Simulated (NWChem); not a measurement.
System: C₂H₄O₃Si; SMILES O1C(OC1=O)[SiH3]

The following NWChem deck was run.

```
start job
memory heap 200 mb stack 900 mb global 1100 mb
geometry units angstroms noautoz
  O      0.489769     2.522063     0.000000
  C      0.031207     1.438864     0.000000
  O     -0.320878     0.597640    -1.010624
  C     -0.703752    -0.341264     0.000000
  Si     0.343367    -1.948649     0.000000
  O     -0.320878     0.597640     1.010624
  H     -1.796594    -0.496770     0.000000
  H     -0.005130    -2.725288     1.222999
  H      1.777041    -1.549515     0.000000
  H     -0.005130    -2.725288    -1.222999
end
basis spherical
  * library 6-31g*
end
dft
  xc pw6b95
  iterations 150
  mulliken
end
task dft energy
```

NWChem printed, in part:

```
             Northwest Computational Chemistry Package (NWChem) 7.3.0
             --------------------------------------------------------

 CS  symmetry detected

                             Geometry "geometry" -> ""
                             -------------------------

 Output coordinates in angstroms (scale by  1.889725989 to convert to a.u.)

  No.       Tag          Charge          X              Y              Z
 ---- ---------------- ---------- -------------- -------------- --------------
    1 O                    8.0000     0.53420036    -2.48603082     0.00000000
    2 C                    6.0000     0.06017320    -1.40950984     0.00000000
    3 O                    8.0000    -0.30392263    -0.57341421    -1.01062400
    4 C                    6.0000    -0.70020315     0.35991048     0.00000000
    5 Si                  14.0000     0.32378957     1.98212614     0.00000000
    6 O                    8.0000    -0.30392263    -0.57341421     1.01062400
    7 H                    1.0000    -1.79516004     0.49975025     0.00000000
    8 H                    1.0000    -0.03579372     2.75369477     1.22299900
    9 H                    1.0000     1.76303244     1.60356431     0.00000000
   10 H                    1.0000    -0.03579372     2.75369477    -1.22299900

 Effective nuclear repulsion energy (a.u.)     293.8035968411

      Symmetry information
      --------------------

 Group name             Cs
 Group number              2
 Group order               2
 No. of unique centers     8

                                 NWChem DFT Module
                                 -----------------

 Summary of "ao basis" -> "ao basis" (spherical)
 ------------------------------------------------------------------------------
       Tag                 Description            Shells   Functions and Types
 ---------------- ------------------------------  ------  ---------------------
 O                           6-31g*                  6       14   3s2p1d
 C                           6-31g*                  6       14   3s2p1d
 Si                          6-31g*                  8       18   4s3p1d
 H                           6-31g*                  2        2   2s

      Symmetry analysis of basis
      --------------------------

        a'         63
        a"         33

            General Information
            -------------------
          SCF calculation type: DFT
          Wavefunction type:  closed shell.
          No. of atoms     :    10
          No. of electrons :    54
           Alpha electrons :    27
            Beta electrons :    27
          Charge           :     0
          Spin multiplicity:     1
          Use of symmetry is: on ; symmetry adaption is: on
          Maximum number of iterations: 150
          AO basis - number of functions:    96
                     number of shells:    46
          Convergence on energy requested:  1.00D-06
          Convergence on density requested:  1.00D-05
          Convergence on gradient requested:  5.00D-04

              XC Information
              --------------
                       PW6B95 Method XC Functional
                     Hartree-Fock (Exact) Exchange  0.280
                    PW6B95 GGA Exchange Functional  0.720
                      PW6B95 Correlation Potential  1.000

             Grid Information
             ----------------
          Grid used for XC integration:  medium
          Radial quadrature: Mura-Knowles
          Angular quadrature: Lebedev.
          Tag              B.-S. Rad. Rad. Pts. Rad. Cut. Ang. Pts.
          ---              ---------- --------- --------- ---------
          O                   0.60       49          12.0       434
          C                   0.70       49          11.0       434
          Si                  1.10       88          10.0       590
          H                   0.35       45          11.0       434
          Grid pruning is: on
          Number of quadrature shells:   419
          Spatial weights used:  Erf1

      Superposition of Atomic Density Guess
      -------------------------------------

 Sum of atomic energies:        -590.39380267

      Non-variational initial energy
      ------------------------------

 Total energy =    -593.177658
 1-e energy   =   -1397.959998
 2-e energy   =     510.978744
 HOMO         =      -0.298138
 LUMO         =       0.083647

      Symmetry analysis of molecular orbitals - initial
      -------------------------------------------------

  Numbering of irreducible representations:

     1 a'          2 a"

  Orbital symmetries:

     1 a'          2 a'          3 a'          4 a"          5 a'
     6 a'          7 a'          8 a'          9 a"         10 a'
    11 a'         12 a'         13 a"         14 a'         15 a'
    16 a'         17 a"         18 a'         19 a'         20 a'
    21 a'         22 a"         23 a"         24 a'         25 a"
    26 a"         27 a'         28 a'         29 a"         30 a'
    31 a'         32 a'         33 a"         34 a'         35 a'
    36 a'         37 a'

     ---------------------------------------------
      Total Density - Mulliken Population Analysis
     ---------------------------------------------

    Atom       Charge   Shell Charges
 -----------   ------   -------------------------------------------------------
    1 O    8     8.86   2.00  0.95  3.12  0.94  1.84  0.02
    2 C    6     4.57   2.00  0.63  1.35  0.23  0.23  0.15
    3 O    8     8.67   2.00  0.93  2.97  0.94  1.81  0.02
    4 C    6     5.59   2.00  0.69  1.56  0.56  0.71  0.07
    5 Si  14    13.65   2.00  2.00  5.97  1.00  1.73  0.31  0.52  0.11
    6 O    8     8.67   2.00  0.93  2.97  0.94  1.81  0.02
    7 H    1     0.82   0.48  0.34
    8 H    1     1.05   0.47  0.58
    9 H    1     1.06   0.47  0.59
   10 H    1     1.05   0.47  0.58

[...]
```

Level: PW6B95/6-31G* (spherical d). The geometry was optimised at PBE0/def2-SVP.
